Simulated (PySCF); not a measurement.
# How methods differ on the excitation energy of Rh

Rh [Kr] 4d8 5s1 (4F) → Rh [Kr] 4d7 5s2 (4F), as a difference of total energies. Computed with PySCF 2.14 in def2-QZVPPD with the def2 core potential (28 electrons) (7s5p4d4f2g, 88 functions), with scalar relativity through the core potential. Correlated levels: valence: 4s2 4p6 frozen. The calculations carry no spin-orbit coupling.

```json
{"method": "UHF", "excitation energy (eV)": "1.302"}
{"method": "MP2 (valence)", "excitation energy (eV)": "1.786"}
{"method": "SCS-MP2 (valence)", "excitation energy (eV)": "1.726"}
{"method": "CCSD (valence)", "excitation energy (eV)": "1.565"}
{"method": "CCSD(T) (valence)", "excitation energy (eV)": "1.586"}
```

**Question.** How much does correlation contribute at CCSD(T) (valence)?

**Answer.** 1.586 − (1.302) = 0.284 eV, measured against UHF.
